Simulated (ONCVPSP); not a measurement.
## Rb: variants of one ONCV potential

Base potential:

* Element: rubidium
* Generator: ONCVPSP 4.0.1
* Type: optimised norm-conserving Vanderbilt (ONCV)
* Functional: BLYP
* Relativity: scalar-relativistic
* Frozen core: [Ar] 3d10
* Valence charge: 9
* Reference configuration: 4s2 4p6 5s1
* Partial waves: 4s+5s: rc 2.10 bohr, ncon 4, nbas 7, qcut 6.8 1/bohr, 2 projectors; 4p: rc 2.10 bohr, ncon 4, nbas 8, qcut 6.1 1/bohr, 2 projectors, debl 3.6 Ha; d scattering state at 0.09 Ha: rc 1.80 bohr, ncon 4, nbas 7, qcut 4.7 1/bohr, 2 projectors, debl 2.7 Ha
* Local potential: polynomial inside 1.30 bohr (lpopt 5, dvloc0 2 Ha)
* Core correction: none

All-electron outer shells of the reference configuration (BLYP, scalar-relativistic, ld1.x):

| shell | level (eV) | outermost node (bohr) | outermost maximum (bohr) |
| --- | --- | --- | --- |
| 3d | -103.75 | – | 0.39 |
| 4s | -31.66 | 0.62 | 1.25 |
| 4p | -15.71 | 0.64 | 1.42 |
| 5s | -2.17 | 1.79 | 4.22 |

Cutoffs, loose and tight: the cutoffs (Ha) at which the residual kinetic energy of the hardest occupied pseudo-wave falls to 1 and 0.1 mHa per electron. They do not see the model core or the augmentation charge, which bear on the density cutoff. Test errors are all-electron minus pseudo excitation energies from the reference, over the configurations 4s2 4p6 5s0; 4s2 4p6 5s0.5; 4s2 4p6 5s0 5p1; 4s2 4p5 5s1. A dash means not determined; rows that change the core or the reference have their own tests.

3 further variants are left out, since the program set their typed debl aside.

```
      change    outcome  cutoff, loose  cutoff, tight  bound ghosts  GHOST(+) flags above zero  largest test error (meV)
        base  generated          13 Ha          16 Ha          none                          s                      -5.3
p: debl 0.65  generated          13 Ha          16 Ha          none                          s                      -5.4
p: debl 1.35  generated          13 Ha          16 Ha          none                          s                      -5.5
p: debl 1.75  generated          13 Ha          16 Ha          none                          s                      -5.5
p: debl 3.05  generated          13 Ha          16 Ha          none                          s                      -5.4
p: debl 4.55  generated          13 Ha          16 Ha          none                          s                      -4.9
```

Reading the sweep of the debl of the p channel (base included, trends over the rows without a ghost): The loose cutoff stays near 13 Ha. The median size of the test errors (rows with all tests solved) stays near 0.2 meV.
